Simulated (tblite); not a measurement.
Species: ethylboronic acid, C₂H₇BO₂.
Bonds: C1–C2, C2–B3, B3–O4, B3–O5. Hydrogens: H6, H7, H8 on C1; H9, H10 on C2; H11 on O4; H12 on O5.

Computed with GFN2-xTB (tblite), gas phase: Langevin dynamics at 300 K from the optimised GFN2-xTB geometry, time step 0.5 fs, friction 0.01 fs⁻¹, 2000 steps. The instantaneous temperature is 2·E(kin)/(3Nk) with all 3N coordinates.

```tsv
t (fs)	T (K)	E(pot) above start (eV)	C1–C2 (Å)	C2–B3 (Å)	B3–O4 (Å)	B3–O5 (Å)	C1–H6 (Å)	C1–C2–B3–O4 (°)
0	262	0.000	1.531	1.603	1.347	1.364	1.086	-49
50	294	0.312	1.504	1.652	1.334	1.400	1.107	-50
100	219	0.253	1.558	1.680	1.324	1.367	1.087	-49
150	245	0.306	1.524	1.643	1.385	1.382	1.078	-53
200	235	0.317	1.552	1.577	1.340	1.355	1.118	-41
250	393	0.395	1.455	1.614	1.344	1.327	1.052	-17
300	323	0.577	1.513	1.560	1.322	1.308	1.134	3
350	365	0.575	1.539	1.539	1.315	1.380	1.069	-3
400	345	0.357	1.565	1.572	1.336	1.437	1.069	9
450	268	0.330	1.570	1.596	1.371	1.390	1.102	39
500	262	0.328	1.523	1.608	1.391	1.337	1.088	60
550	322	0.203	1.506	1.628	1.344	1.335	1.081	80
600	229	0.458	1.574	1.569	1.370	1.406	1.134	77
650	284	0.466	1.588	1.594	1.364	1.442	1.038	77
700	296	0.428	1.502	1.569	1.375	1.401	1.174	86
750	231	0.365	1.632	1.599	1.333	1.326	1.050	99
800	297	0.273	1.499	1.574	1.388	1.342	1.089	116
850	295	0.282	1.613	1.586	1.339	1.369	1.123	133
900	266	0.232	1.481	1.608	1.411	1.347	1.071	142
950	196	0.269	1.555	1.588	1.401	1.370	1.123	155
1000	259	0.206	1.549	1.606	1.343	1.348	1.059	172
```

Question: From 500 fs on, how do temperature and potential energy compare with equipartition?

Answer: The mean temperature of these 11 frames is 267 K against the target 300 K, and the mean potential energy 0.32 eV against 30 × kT/2 = 0.39 eV for 30 classical harmonic modes. For 12 atoms in a canonical ensemble the temperature itself scatters by T·√(2/(3N)) = 71 K; here its standard deviation is 35 K. The whole run lasts only 10 friction times of 100 fs, so these averages carry a wide statistical error.

Question: What are the kinetic and total energies of the listed frame with the highest potential energy?

Answer: The one at 300 fs, 0.577 eV above the start. Its kinetic energy is 3NkT/2 = 0.501 eV at 323 K, so the sum is 1.08 eV; over the listed frames the sum runs from 0.41 to 1.14 eV, since the thermostat adds and removes energy.

Question: How much do the listed bonds fluctuate from 500 fs on?

Answer: 
```
 bond  at the start (Å)  mean (Å)  standard deviation (Å)
C1–C2             1.531     1.547                   0.048
C2–B3             1.603     1.594                   0.018
B3–O4             1.347     1.369                   0.025
B3–O5             1.364     1.366                   0.035
C1–H6             1.086     1.094                   0.039
```

The motion is classical and holds no zero-point motion.

The cost below is that of the whole dynamics run. The run took 9.2 s of wall time on one thread, Intel Xeon Platinum 8259CL at 2.50 GHz (x86_64), no GPU, shared host with 96 logical CPUs at a one-minute load of 26, and the process peaked at 0.19 GiB of memory.
